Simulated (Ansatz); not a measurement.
AlOF3H2⁺, that is Al(H2O)F3 with one electron fewer. Total charge 1; doublet. Geometry PBE0-D4/def2-SVP, that of the neutral singlet; atoms count from 1.

```xyz
7

Al   -0.274   -0.608    0.502
O     0.683    0.672   -0.612
H     0.343    0.633   -1.518
H     0.543    1.572   -0.282
F    -0.911    0.543    1.526
F     0.859   -1.647    1.121
F    -1.243   -1.164   -0.736
```

Estimate the Mulliken populations from the PBE0/def2-TZVP orbitals of Ansatz.


```csv
atom,charge (e),spin (α − β)
Al1,0.87,-0.06
O2,-0.44,0.00
H3,0.41,0.00
H4,0.41,0.00
F5,-0.10,0.34
F6,-0.06,0.38
F7,-0.10,0.34
```
Mulliken values and Mayer orders depend strongly on the basis.

Where does the spin sit?

Summed by element: Al -0.06, O 0.00, H 0.00, F 1.06, of 1 unpaired in all. Largest on single atoms: F6 0.38, F5 0.34, F7 0.34.

And the Mayer bond orders between bonded heavy atoms (over 0.3)?

Al1–O2 0.63 (1.95 Å); Al1–F5 0.97 (1.67 Å); Al1–F6 0.98 (1.66 Å); Al1–F7 0.97 (1.67 Å).
